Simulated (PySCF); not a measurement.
Isomers of C5H15NSSi2, mass 177.046 u with the commonest isotopes. Computed with PBE0/pcSseg-1 in PySCF (dipole) on a GFN2-xTB geometry, gas phase. One conformer each, none proved a minimum here; rigid rotors.

Question: Order these by rotational constant C, smallest first.
A. `[NH2:1][SiH2:2][SiH2:3][S:4][CH:5]1[CH2:6][CH2:7][CH2:8][CH2:9]1` with H–N1–Si2–Si3 -171° and 51°, N1–Si2–Si3–S4 175°, Si2–Si3–S4–C5 157°, Si3–S4–C5–C6 -67°, S4–C5–C6–C7 131°, C5–C6–C7–C8 22°, C6–C7–C8–C9 -39°, C7–C8–C9–C5 41°
B. `[CH3:1][CH2:2][Si@@H:3]([S:4][SiH2:5][NH2:6])[CH:7]1[CH2:8][CH2:9]1` with C1–C2–Si3–S4 -54°, C2–Si3–S4–Si5 167°, Si3–S4–Si5–N6 47°, S4–Si5–N6–H 179° and 40°, C2–Si3–C7–C8 11°
C. `[CH2:1]=[CH:2][N:3]([SiH2:4][S:5][SiH3:6])[CH:7]([CH3:8])[CH3:9]` with C1–C2–N3–Si4 0°, C2–N3–Si4–S5 -179°, N3–Si4–S5–Si6 178°, C2–N3–C7–C8 60°

Answer: A (404.8 MHz), C (447.2 MHz), B (556.5 MHz).

Question: Order these by dipole moment, largest first.
A. `[NH2:1][SiH2:2][SiH2:3][S:4][CH:5]1[CH2:6][CH2:7][CH2:8][CH2:9]1` with H–N1–Si2–Si3 -171° and 51°, N1–Si2–Si3–S4 175°, Si2–Si3–S4–C5 157°, Si3–S4–C5–C6 -67°, S4–C5–C6–C7 131°, C5–C6–C7–C8 22°, C6–C7–C8–C9 -39°, C7–C8–C9–C5 41°
B. `[CH3:1][CH2:2][Si@@H:3]([S:4][SiH2:5][NH2:6])[CH:7]1[CH2:8][CH2:9]1` with C1–C2–Si3–S4 -54°, C2–Si3–S4–Si5 167°, Si3–S4–Si5–N6 47°, S4–Si5–N6–H 179° and 40°, C2–Si3–C7–C8 11°
C. `[CH2:1]=[CH:2][N:3]([SiH2:4][S:5][SiH3:6])[CH:7]([CH3:8])[CH3:9]` with C1–C2–N3–Si4 0°, C2–N3–Si4–S5 -179°, N3–Si4–S5–Si6 178°, C2–N3–C7–C8 60°

Answer: A (2.32 D), B (2.15 D), C (0.20 D).

Question: Order these by rotational constant A, smallest first.
A. `[CH2:1]=[CH:2][N:3]([SiH2:4][S:5][SiH3:6])[CH:7]([CH3:8])[CH3:9]` with C1–C2–N3–Si4 0°, C2–N3–Si4–S5 -179°, N3–Si4–S5–Si6 178°, C2–N3–C7–C8 60°
B. `[CH3:1][CH2:2][Si@@H:3]([S:4][SiH2:5][NH2:6])[CH:7]1[CH2:8][CH2:9]1` with C1–C2–Si3–S4 -54°, C2–Si3–S4–Si5 167°, Si3–S4–Si5–N6 47°, S4–Si5–N6–H 179° and 40°, C2–Si3–C7–C8 11°
C. `[NH2:1][SiH2:2][SiH2:3][S:4][CH:5]1[CH2:6][CH2:7][CH2:8][CH2:9]1` with H–N1–Si2–Si3 -171° and 51°, N1–Si2–Si3–S4 175°, Si2–Si3–S4–C5 157°, Si3–S4–C5–C6 -67°, S4–C5–C6–C7 131°, C5–C6–C7–C8 22°, C6–C7–C8–C9 -39°, C7–C8–C9–C5 41°

Answer: B (1304 MHz), A (1589 MHz), C (2196 MHz).

```csv
SMILES,point group,Ia (u·Å²),Ib (u·Å²),Ic (u·Å²),κ,μa (D),μb (D),μc (D)
CC[Si@@H](S[SiH2]N)C1CC1,C1,387.64,722.52,908.14,-0.62,0.58,1.79,1.04
C=CN([SiH2]S[SiH3])C(C)C,near Cs,318.13,932.57,1130.10,-0.83,0.06,0.19,0.03
N[SiH2][SiH2]SC1CCCC1,C1,230.12,1176.06,1248.50,-0.97,0.00,2.23,0.64
```
